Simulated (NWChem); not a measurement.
A series in which one site is exchanged, each optimised at PBE0/def2-SVP with NWChem, gas phase unless a solvent is named. All stand in one matching conformer (torsions within 35°), which need not be the lowest. Pople sets run with spherical d functions. This build's default masses of Se (78.918 u) and Br (79.917 u) are each other's, which moves their modes by up to 0.6 %. Shieldings are non-relativistic GIAO values without spin-orbit effects.

A: [NH2][Ga]([F])[Br] (GaNH₂BrF; site = Br)
B: [NH2][Ga]([F])[F] (GaNH2F2; site = F)
C: [NH2][Ga]([F])[Cl] (GaNH$_{2}$ClF; site = Cl)
D: [NH2][GaH][F] (GaNH₃F; site = H)

Values for A:

| Quantity | Result |
|---|---|
| dipole (D), PBE0/def2-SVP | 3.00 |
| static polarisability, PBE/def2-SVPD (bohr³) | 59.4 |
| 15N shift against ammonia, PBE0/pcSseg-1 (ppm) | 33.2 |
| 15N shift against ammonia, B3LYP/6-31G* (ppm) | 34.2 |

Problem. How do these values change for the other members?

Solution. 
```json
[
 {"change from A": "dipole (D), PBE0/def2-SVP", "B": "+0.39", "C": "+0.11", "D": "-0.18"},
 {"change from A": "static polarisability, PBE/def2-SVPD (bohr³)", "B": "-23.2", "C": "-8.4", "D": "-20.2"},
 {"change from A": "15N shift against ammonia, PBE0/pcSseg-1 (ppm)", "B": "-23.9", "C": "-6.6", "D": "+12.6"},
 {"change from A": "15N shift against ammonia, B3LYP/6-31G* (ppm)", "B": "-24.5", "C": "-6.9", "D": "+13.8"}
]
```
